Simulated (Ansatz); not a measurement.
C2H4ClNSi, SMILES `C=C=N[SiH2]Cl`. The species carries charge 0 and has multiplicity 1. All single points use the PBE0-D4/def2-TZVP geometry. It is one conformer, not always the lowest.

```xyz
9

C    -1.685   -1.389   -0.251
C    -0.886   -0.462    0.207
N    -0.181    0.403    0.671
Si    1.318    1.143    0.267
Cl    2.154    0.375   -1.443
H    -1.561   -2.415    0.064
H    -2.465   -1.132   -0.954
H     2.247    0.898    1.387
H     1.058    2.579    0.052
```

Q: What is the dipole moment at PBE/def2-TZVPP? (Estimate.)

A: Ansatz gave: 0.43 D, with components (-0.32, 0.01, 0.29) D in this frame, pointing from negative to positive charge.

Q: And with r2SCAN, B3LYP, ωB97M-V? (Estimate.)

A: Computed: r2SCAN 0.46 D, B3LYP 0.44 D, ωB97M-V 0.41 D.

Q: Give the Mulliken charges with PBE, r2SCAN, ωB97M-V in def2-TZVPP. (Estimate.)

A: Ansatz gave: 
| atom | PBE | r2SCAN | ωB97M-V |
| --- | --- | --- | --- |
| C1 | -0.25 | -0.29 | -0.29 |
| C2 | 0.04 | 0.17 | 0.15 |
| N3 | -0.15 | -0.30 | -0.28 |
| Si4 | 0.44 | 0.56 | 0.42 |
| Cl5 | -0.22 | -0.25 | -0.21 |
| H6 | 0.11 | 0.11 | 0.11 |
| H7 | 0.11 | 0.11 | 0.11 |
| H8 | -0.04 | -0.06 | -0.01 |
| H9 | -0.04 | -0.06 | -0.01 |

B3LYP here is the variant with VWN-RPA as its local correlation; programs differ in this.
